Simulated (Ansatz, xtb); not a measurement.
**A geometry optimisation of CH5InSi2 with r2SCAN-D4/def2-SVP**

The starting geometry of this gas-phase singlet was built from a drawn formula by distance geometry; its bonds are those of `[InH2][C]1=[SiH][SiH2]1`.

```yaml
atoms:
  - { symbol: C, position_ang: [-2.1099, 1.1208, -1.0322] }
  - { symbol: In, position_ang: [-1.9624, 2.3646, 0.9932] }
  - { symbol: Si, position_ang: [-3.1988, 0.0956, -1.8282] }
  - { symbol: Si, position_ang: [-1.1964, 0.7838, -2.5203] }
  - { symbol: H, position_ang: [-3.5286, 2.6198, 2.0242] }
  - { symbol: H, position_ang: [-0.7162, 3.7176, 1.0139] }
  - { symbol: H, position_ang: [-4.2563, -0.9394, -1.7602] }
  - { symbol: H, position_ang: [-0.0531, -0.2319, -2.4260] }
  - { symbol: H, position_ang: [-1.0912, 1.7699, -3.6483] }
```

Where would you expect an optimisation with r2SCAN-D4/def2-SVP to take it?

It keeps its bonds, and is `[InH2][C]1=[SiH][SiH2]1`. Distances that change by over a tenth: C1–In2 (2.38 → 2.13 Å).

The energy falls by 0.96 eV over 9 steps:

```
step  E − E(last) (eV)
   1             0.961
   2             0.231
   3             0.041
   4             0.004
   5             0.001
   6             0.000
   7             0.000
   8             0.000
   9             0.000
```

Final geometry (Å):

```json
{"atom": "C", "x (Å)": "-2.1850", "y (Å)": "1.1887", "z (Å)": "-0.9636"}
{"atom": "In", "x (Å)": "-2.1046", "y (Å)": "2.4551", "z (Å)": "0.7517"}
{"atom": "Si", "x (Å)": "-3.1190", "y (Å)": "-0.0245", "z (Å)": "-1.7931"}
{"atom": "Si", "x (Å)": "-1.1722", "y (Å)": "0.7690", "z (Å)": "-2.4915"}
{"atom": "H", "x (Å)": "-3.4292", "y (Å)": "2.3983", "z (Å)": "1.8671"}
{"atom": "H", "x (Å)": "-0.7320", "y (Å)": "3.4884", "z (Å)": "0.9796"}
{"atom": "H", "x (Å)": "-4.4254", "y (Å)": "-0.7010", "z (Å)": "-1.5141"}
{"atom": "H", "x (Å)": "0.1049", "y (Å)": "-0.0041", "z (Å)": "-2.3891"}
{"atom": "H", "x (Å)": "-1.0503", "y (Å)": "1.7310", "z (Å)": "-3.6311"}
```

From the same start GFN2-xTB ends elsewhere, differing in In2–Si3 (2.81 against 3.70 Å here), Si3–Si4 (3.39 against 2.22 Å here).

No frequencies were run, so the end isn't proven a minimum. Atoms past krypton carry core potentials, without spin–orbit terms. Run with Ansatz 0.2.0, 26 s on 2 threads of Intel(R) Xeon(R) Platinum 8375C CPU @ 2.90GHz (Ice Lake), with other jobs on the host.
